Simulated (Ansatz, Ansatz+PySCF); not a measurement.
```json
{"atom": "C", "x (Å)": "0.0000", "y (Å)": "0.0000", "z (Å)": "-1.2561"}
{"atom": "C", "x (Å)": "0.0000", "y (Å)": "0.0000", "z (Å)": "1.2561"}
```

Basis set: 6-31G (spherical functions). Correlated methods keep 2 orbitals frozen. Charge 0, multiplicity 1.

Computed with Ansatz (development build ahead of 0.2.0); each method stands on the lowest determinant of its kind that the runs found. Restricted open shells among the atoms or ions are ROHF, correlated in semicanonical orbitals with singles. Restricted functionals stand beside restricted open-shell atoms, which can lie above the unrestricted atoms usual in DFT and then raise those values.

The atomization energy at this shape (free ground-state atoms in the same class of orbitals less the molecule, no zero-point energy) of singlet C₂:

| method | atomization energy |
| --- | --- |
| PBE0 (unrestricted) | 11.89 kcal/mol |
| full CI (lowest root of this spin) | 9.91 kcal/mol |
| UHF-MP2 | 1.68 kcal/mol |
| UHF | -0.22 kcal/mol |
| RHF-MP2 | -78.72 kcal/mol |
| RHF | -101.52 kcal/mol |
| UHF-CCSD(T) | 3.80 kcal/mol |
| RHF-CCSD(T) | -66.11 kcal/mol |

(1) What does PBE0 (restricted) give?

Results:

(1) -32.72 kcal/mol. Caution for PBE0 (unrestricted), UHF-MP2, UHF, UHF-CCSD(T): the unrestricted determinant is a mixture of spin states. Caution for PBE0 (restricted), RHF-MP2, RHF, RHF-CCSD(T): an unrestricted determinant lies well below; the molecule lies well above its atoms at this level. Caution for UHF-MP2, RHF-MP2: another reference gives a lower total. Caution for UHF-MP2, UHF-CCSD(T): bonds are stretched, where a single reference can fail. Caution for UHF-MP2, UHF, RHF-MP2, RHF, UHF-CCSD(T), RHF-CCSD(T): the determinant breaks the point group. Caution for RHF-MP2, RHF-CCSD(T): large amplitudes, a single reference is doubtful.

This basis has no polarisation functions and is too small for such energies, which can lie far from measured ones in either direction.
